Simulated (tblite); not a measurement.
Compound: C₅H₁₁NS (charge +1 and doublet state).
Atom-mapped SMILES: `[NH2+:1][C@H:2]1[CH2:3][C@@H:4]([CH2:5][SH:6])[CH2:7]1` (hydrogens: H8, H9 on N1; H10 on C2; H11, H12 on C3; H13 on C4; H14, H15 on C5; H16 on S6; H17, H18 on C7)

Structure optimised with GFN2-xTB, isolated species. This method treats the open shell by occupation alone, without spin polarisation.

Q: List the bond lengths, angles and torsions at this level.

A: 
```json
{"bond": "N1–C2", "length (pm)": "139.2", "order": "single"}
{"bond": "C2–C3", "length (pm)": "154.4", "order": "single"}
{"bond": "C3–C4", "length (pm)": "154.3", "order": "single"}
{"bond": "C4–C5", "length (pm)": "151.5", "order": "single"}
{"bond": "C5–S6", "length (pm)": "183.2", "order": "single"}
{"bond": "C4–C7", "length (pm)": "153.0", "order": "single"}
{"bond": "C2–C7", "length (pm)": "158.3", "order": "single"}
{"bond": "N1–H8", "length (pm)": "100.7", "order": "single"}
{"bond": "N1–H9", "length (pm)": "100.9", "order": "single"}
{"bond": "C2–H10", "length (pm)": "109.0", "order": "single"}
{"bond": "C3–H11, C7–H17", "length (pm)": "108.8", "order": "single"}
{"bond": "C3–H12, C7–H18", "length (pm)": "108.6", "order": "single"}
{"bond": "C4–H13", "length (pm)": "109.1", "order": "single"}
{"bond": "C5–H14, C5–H15", "length (pm)": "109.1", "order": "single"}
{"bond": "S6–H16", "length (pm)": "133.4", "order": "single"}
```

Bonds in one row agree within 1 pm and their mean is given. Orders are formal, as drawn. A selection of angles:
```json
{"angle": "C2–N1–H8", "degrees": "120.1"}
{"angle": "C2–N1–H9", "degrees": "119.1"}
{"angle": "H8–N1–H9", "degrees": "116.6"}
{"angle": "N1–C2–C3", "degrees": "116.7"}
{"angle": "N1–C2–H10", "degrees": "109.7"}
{"angle": "C3–C2–C7", "degrees": "86.3"}
{"angle": "C3–C2–H10", "degrees": "113.7"}
{"angle": "C7–C2–H10", "degrees": "110.8"}
{"angle": "C2–C3–C4", "degrees": "92.4"}
{"angle": "C2–C3–H11", "degrees": "111.6"}
{"angle": "C2–C3–H12", "degrees": "113.8"}
{"angle": "C4–C3–H11", "degrees": "112.5"}
{"angle": "C4–C3–H12", "degrees": "115.1"}
{"angle": "H11–C3–H12", "degrees": "110.4"}
{"angle": "C3–C4–C5", "degrees": "116.9"}
{"angle": "C3–C4–C7", "degrees": "88.3"}
{"angle": "C3–C4–H13", "degrees": "112.3"}
{"angle": "C5–C4–H13", "degrees": "108.0"}
{"angle": "C4–C5–S6", "degrees": "112.2"}
{"angle": "C4–C5–H14", "degrees": "110.6"}
{"angle": "S6–C5–H14", "degrees": "107.4"}
{"angle": "H14–C5–H15", "degrees": "108.9"}
{"angle": "C5–S6–H16", "degrees": "96.4"}
{"angle": "H17–C7–H18", "degrees": "110.8"}
```

Torsions: N1–C2–C3–C4 129° (anticlinal); C2–C3–C4–C5 -130° (anticlinal); C3–C4–C5–S6 55° (synclinal); C3–C4–C7–C2 9° (synperiplanar); N1–C2–C7–C4 -128° (anticlinal); H16–S6–C5–C4 -178° (antiperiplanar).

Of the pairs four or more bonds apart, S6···H17 is among the closest relative to their van der Waals radii: 2.69 Å, 90 % of the sum of Bondi's values. The C–C distances run from 1.515 Å (C4–C5, drawn single) to 1.583 Å (C2–C7, drawn single), a spread of 0.068 Å. The 4-membered ring C2–C3–C4–C7 has internal angles of 86.3° to 92.4° (sum 358°, against 360° for a flat polygon); it is slightly puckered (a soft mode that the optimisation may not have finished), 0.06 Å rms from its mean plane, widest ring torsion 10°. N1 (nitrogen bonded to C and 2 H) has angles 120.1°, 119.1° and 116.6°, sum 355.8°, 0.13 Å off the plane of its three neighbours. S6 (sulfur bonded to C and H) is bent (angle 96.4°).

Its GFN2-xTB frequencies are all real (lowest 42 cm⁻¹). Torsions: H–N1–C2–C3 160° and -44°, C3–C4–C5–S6 55°, C4–C5–S6–H -178°, N1–C2–C3–C4 129°, C2–C3–C4–C5 -130°, C3–C4–C7–C2 9°, N1–C2–C7–C4 -128°. 3 starts were optimised and ended at 0.00, 0.44 and 0.45 kcal/mol (GFN2-xTB); the lowest of these is shown.

One conformer stands for the species.

All values are computed, not measured.
